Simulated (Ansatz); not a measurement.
`[F][SnH2][PH]S` + HI → `[F][SnH2][I]` + `PS`  (cleavage of the Sn–P bond)

Calculated with Ansatz (gas phase, PBE0-D4/def2-TZVP geometries, no zero-point term in ΔE). CCSD(T)/CBS adds triple-zeta CCSD(T) − MP2 to the extrapolated MP2 energy (def2 sets, frozen cores). This one scheme is used for every species. Elements past krypton have def2 core potentials. For I, Sn outer-core shells are correlated without core-valence functions, which leaves a few kJ/mol of doubt a bond. One conformer a species, not always the lowest.

`[F][SnH2][PH]S`:

Cartesian coordinates in Å:
```
F -0.589 2.526 0.048
Sn -1.011 0.714 -0.457
P 1.208 -0.441 -0.449
S 1.103 -1.309 1.486
H -2.089 0.185 0.752
H -1.696 0.855 -2.015
H 0.711 -1.554 -1.182
H 2.362 -0.977 1.816
```

HI:

Z-matrix (Å, degrees):
```
I
H 1 1.610
```

`[F][SnH2][I]`:

Z-matrix (Å, degrees):
```
Sn
F 1 1.918
I 1 2.658 2 105.7
H 1 1.697 2 105.3 3 117.0
H 1 1.697 2 105.3 3 -117.0
```

`PS`:

```xyz
5

P    -0.216   -0.458   -0.621
S     0.262    0.988    0.847
H    -0.890   -1.371    0.231
H     1.000   -1.187   -0.565
H    -0.156    2.027    0.108
```

| species | CCSD(T)/CBS(def2) energy (Eh) |
| --- | --- |
| `[F][SnH2][PH]S` | -1054.97153 |
| HI | -298.03592 |
| `[F][SnH2][I]` | -612.52381 |
| `PS` | -740.51379 |

(1) Work out ΔE.

Largest T1 diagnostic among the species: 0.014.

Answers

(1) ΔE = (-612.52381) + (-740.51379) − (-1054.97153) − (-298.03592) = -0.03015 Eh = -18.9 kcal/mol.

In def2-TZVPP, CCSD(T) changes the Hartree–Fock value by +6.5 kcal/mol (the triples alone add +0.8 kcal/mol) and MP2 by +5.4 kcal/mol. Leaving LDA and LC-ωPBE aside and taking each functional with its dispersion term where it has one, the values, not all of them listed here, spread over 3.9 kcal/mol, from BHLYP-D4 to revPBE-D4. LDA lies +1.4 kcal/mol from PBE without D4. The D4 term adds +1.3 kcal/mol with B3LYP and +0.7 kcal/mol with PBE0; it sums over pairs of atoms, weighted by their polarisabilities, and B3LYP, whose exchange is more repulsive, gets the larger term.

B3LYP here is the variant with VWN-RPA as its local correlation; programs differ in this.
